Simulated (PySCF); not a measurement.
From computed data to an observable: entropy of an ideal gas

C3H2F3, SMILES C=C(F)[C](F)F, multiplicity 2.

Geometry optimised at PBE-D3(BJ)/def2-SVP. The isomer is the one that the SMILES or the coordinates give; other isomers of the formula were not compared. One conformer was computed; it need not be the lowest.

PBE-D3(BJ)/def2-SVP (PySCF) gives the harmonic wavenumbers 128, 210, 221, 364, 460, 496, 545, 562, 660, 769, 905, 1164, 1313, 1344, 1475, 1553, 3124, 3241 cm⁻¹ and the rotational temperatures 0.2549, 0.1581, 0.0976 K. The molar mass is 95.04 g/mol, the symmetry number 1, the spin multiplicity 2.

### Question
Work out the entropy at 298.15 K and 1 atm in the rigid-rotor, harmonic-oscillator model.

### Answer

Translation (Sackur–Tetrode at 1 atm): S = R[1.5 ln M + 2.5 ln T − 1.16487] = 165.5 J/(mol K).
Rotation: q = (√π/σ) T^1.5/√(θA θB θC) = 145000, S = R[ln q + 3/2] = 111.3 J/(mol K).
Vibration: with u = 1.4388 ν/T, each mode gives R[u/(e^u − 1) − ln(1 − e^−u)]:
| ν (cm⁻¹) | modes | u | S (J/(mol K)) |
|---|---|---|---|
| 128 | 1 | 0.62 | 12.45 |
| 210 | 1 | 1.01 | 8.55 |
| 221 | 1 | 1.07 | 8.16 |
| 364 | 1 | 1.76 | 4.62 |
| 460 | 1 | 2.22 | 3.21 |
| 496 | 1 | 2.39 | 2.80 |
| 545 | 1 | 2.63 | 2.32 |
| 562 | 1 | 2.71 | 2.18 |
| 660 | 1 | 3.18 | 1.49 |
| 769 | 1 | 3.71 | 0.98 |
| 905 | 1 | 4.37 | 0.57 |
| 1164 | 1 | 5.62 | 0.20 |
| 1313 | 1 | 6.34 | 0.11 |
| 1344 | 1 | 6.49 | 0.10 |
| 1475 | 1 | 7.12 | 0.05 |
| 1553 | 1 | 7.49 | 0.04 |
The stiffer modes add less than 0.005 each. Sum 47.8 J/(mol K).
Spin: R ln 2 = 5.8 J/(mol K).
Total 330.5 J/(mol K); the program's own thermochemistry gives 330.4. Translation makes up 50 % and vibration 14 %. Anharmonicity, hindered rotation and orbital degeneracy are left out.
